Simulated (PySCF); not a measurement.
Working out the ionisation energy of Sn

Sn [Kr] 4d10 5s2 5p2 (3P) → Sn⁺ [Kr] 4d10 5s2 5p1 (2P). All numbers are calculated (PySCF 2.14, the spin-free X2C one-electron Hamiltonian (Gaussian nucleus), in x2c-SVPall (6s5p3d, 36 functions)). Frozen: [Kr] 4d10. Energies in hartree (1 hartree = 27.21139 eV):

| part | Sn (lower) | Sn⁺ (upper) |
| --- | --- | --- |
| UHF | -6173.087803 | -6172.835657 |
| CCSD correlation | -0.047396 | -0.039037 |
| (T) | -0.000563 | -0.000334 |

Question: What does Hartree-Fock give?

Answer: (-6172.835657) − (-6173.087803) = 0.252146 hartree = 6.861 eV.

Question: What do CCSD and CCSD(T) give?

Answer: The CCSD correlation energies differ by 0.008359 hartree = 0.227 eV and the triples by 0.000229 hartree = 0.006 eV, so CCSD gives 7.088 eV and CCSD(T) 7.094 eV.

Measured between the centres of the two terms (NIST): 7.389 eV, so CCSD(T) (valence) is off by -0.295 eV.

A double-zeta basis recovers only part of the correlation energy.

What remains against the reference includes basis incompleteness, the frozen core and higher excitations.
